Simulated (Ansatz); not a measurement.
Ansatz (a quantum-chemistry and plane-wave program) input file for H3O4P, SMILES O=P(O)(O)O (connectivity only; charge and spin as stated), charge +1, multiplicity 2, PBE/def2-SVPD. Geometry optimised at TPSSh-D3(BJ)/def2-SVP. The multiplicity is an assumed one; other spin states were not compared. Other conformers were not sampled.

Ansatz 0.2 input:
```yaml
crystal:
  periodic: [false, false, false]
  atoms:
    - {symbol: O, position_ang: [0.82837418, 0.10569669, 1.32343119]}
    - {symbol: P, position_ang: [0.03088359, 0.02091900, -0.01252406]}
    - {symbol: O, position_ang: [1.05789785, -0.28892723, -1.17494600]}
    - {symbol: O, position_ang: [-0.95392225, -1.20296272, -0.14254713]}
    - {symbol: O, position_ang: [-0.81305290, 1.32758881, -0.11889787]}
    - {symbol: H, position_ang: [0.59275044, 0.77639937, 1.99772142]}
    - {symbol: H, position_ang: [-0.62611372, -2.11879721, -0.01008394]}
    - {symbol: H, position_ang: [-1.38426538, 1.49744864, -0.89609834]}
basis:
  gaussian:
    orbitals: def2-SVPD
hamiltonian:
  xc: {name: PBE}
total_charge: 1
magnetization: {spin_polarized: true, initial_magnetization: 1}
```

It prints:

```
WARN ansatz: RAYON_NUM_THREADS=1 ignored (pool sized by the plan → 1); use --threads N
Functional definition: PBE
integrals: 0.07 GiB planned
1165 factors; their error is unknown
mean field: 0.59 GiB planned
mean field evaluation 1: about -17475.3995 eV, gradient 8.1e1 eV
mean field evaluation 2: about -17419.5260 eV, gradient 1.4e2 eV
mean field evaluation 4: about -17495.6497 eV, gradient 1.9e1 eV
mean field evaluation 8: about -17497.1316 eV, gradient 6.4e-1 eV
mean field evaluation 16: about -17497.0849 eV, gradient 1.0e-3 eV
mean field evaluation 32: about -17496.8109 eV, gradient 7.3e0 eV
mean field -17497.08491966 eV, -643.0060108475 hartree, gradient 2.5e-5 eV, S^2 0.753044; 4 other end points of the search recorded, 0 dependent functions left out
reference -17497.08497149 eV, -643.0060127520 hartree; 25, 24 occupied and 115, 116 virtual orbitals, 1165 factors
Total energy: -17497.08497149 eV, -643.0060127520 hartree
```

The run converged.
